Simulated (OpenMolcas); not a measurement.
Mn2+: effect of the IPEA shift

* Program: OpenMolcas 26.06
* Basis: ANO-RCC-VTZP [6s5p3d2f1g]
* Scalar Hamiltonian: DKH2, point nucleus
* Active space: 5 electrons in 6 orbitals (3d 4s)
* State averaging: 2S+1 = 6 even, 6 roots; 2S+1 = 4 even, 59 roots kept (CI in the orbitals of an earlier block); 2S+1 = 2 even, 97 roots kept (CI in the orbitals of an earlier block)
* Spin-orbit coupling: state interaction with AMFI integrals over the reference wave functions, term energies averaged over their components

Methods on the same reference wave functions:
A. CASSCF
B. MS-CASPT2, IPEA 0 Eh, imaginary shift 0.1 Eh (closed shells correlated: 3s 3p)
C. MS-CASPT2, IPEA 0.25 Eh, imaginary shift 0.1 Eh (closed shells correlated: 3s 3p)

Energies in eV above 3d⁵ ⁶S_5/2, the measured ground level; measured values from Corliss and Sugar, J. Phys. Chem. Ref. Data 6, 1253 (1977).

```csv
Level,A,B,C,Measured
3d⁵ ⁶S_5/2,0.0000,0.0000,0.0000,0.0000
3d⁵ ⁴G_5/2,4.2428,3.359,3.379,
3d⁵ ⁴G_7/2,4.2446,3.361,3.382,3.3302
3d⁵ ⁴G_11/2,4.2451,3.362,3.383,
3d⁵ ⁴G_9/2,4.2458,3.363,3.384,
3d⁵ ⁴P_5/2,4.8829,3.617,3.687,3.6163
3d⁵ ⁴P_3/2,4.8882,3.624,3.693,
3d⁵ ⁴P_1/2,4.8944,3.630,3.701,
3d⁵ ⁴D_7/2,5.2821,3.981,4.027,4.0056
3d⁵ ⁴D_1/2,5.2882,3.988,4.034,4.0132
3d⁵ ⁴D_3/2,5.2929,3.993,4.039,
3d⁵ ⁴D_5/2,5.2941,3.994,4.041,4.0151
3d⁵ ²I_11/2,6.0477,4.923,4.989,4.8570
3d⁵ ²I_13/2,6.0523,4.930,4.995,4.8573
3d⁴ 4s ⁶D_1/2,6.3613,7.720,7.655,7.7437
3d⁴ 4s ⁶D_3/2,6.3754,7.734,7.669,7.7575
3d⁴ 4s ⁶D_5/2,6.3984,7.757,7.692,7.7797
3d⁴ 4s ⁶D_7/2,6.4298,7.789,7.724,7.8096
3d⁴ 4s ⁶D_9/2,6.4687,7.827,7.762,7.8464
3d⁵ ²D_5/2(1) [73 %],6.8167,5.088,5.205,5.1129
3d⁵ ²D_3/2(1),6.8707,5.134,5.251,5.1540
3d⁵ ²F_7/2(1),7.0010,5.293,5.407,5.2825
3d⁵ ⁴F_9/2,7.1153,5.378,5.464,5.4024
3d⁵ ⁴F_7/2,7.1191,5.382,5.468,5.4060
```

Deviations, from unrounded energies. A percentage is the sum of absolute deviations over the sum of measured energies, with the sign that they share, or ± where signs differ.

```
                        Against measurement  Levels      A     B     C
             mean absolute deviation (cm-1)      17  11000   220   630
other terms of the ground configuration (%)      12  +30.8  ±0.6  +1.6
                   other configurations (%)       5  -17.7  -0.3  -1.1
```

B lies closest to measurement on these levels and A furthest from it. The largest miss of B in the table is 3d⁵ ²I_13/2, by +590 cm-1. The ranking rests on the paired levels alone, and a cruder setting can come out closer through cancelling errors.

Between B and C the level of the table that moves most is 3d⁵ ²D_5/2(1) [73 %], by 940 cm-1 (lowest in B, highest in C). Moves below CASPT2's spread within the term are not significant.

From A to B the spin-free energies of the other terms of 3d⁵ shown, above ⁶S, scale by factors of 0.74 to 0.81, as is usual when dynamic correlation screens the repulsion within a d or f shell.

The lowest spin-free term lies below A's lowest term by 0.462 hartree in B, 0.450 hartree in C.

CASPT2 does not keep the components of a term degenerate, so their means are used; among the terms shown or strongly mixed into the levels shown the widest spread is 330 cm-1 (3d⁵ ⁴G, C). Over all roots computed the reference weight is 0.85 to 0.94 in B, 0.87 to 0.95 in C; the roots of lowest weight are the least certain, and an intruder state may touch them. Terms from blocks run as CI alone lack orbitals of their own. A single d shell beside an s shell can misplace configurations of different d count against each other. Without dynamic correlation excited terms often stand tens of per cent too high (terms of higher spin than the ground term too low), and those without a measured partner can miss by more than the paired ones (holds for A). Blocks of more than 70 roots (2S+1 = 2 even) ran without multistate coupling (holds for B; C). Computed and measured levels are paired by configuration, term and J; levels that our copy of the source lacks, or whose pairing is in doubt (as where it misses far off the trend of its configuration), stay unpaired and out of the deviations. Only configurations of the active space appear. Levels that lie high or do not pair safely by name in every column are left out.

A share in square brackets marks a mixed level and gives the weight of the term that names it, the lowest over the columns. A number in round brackets counts repeated terms of one configuration in the order of the reference energies.
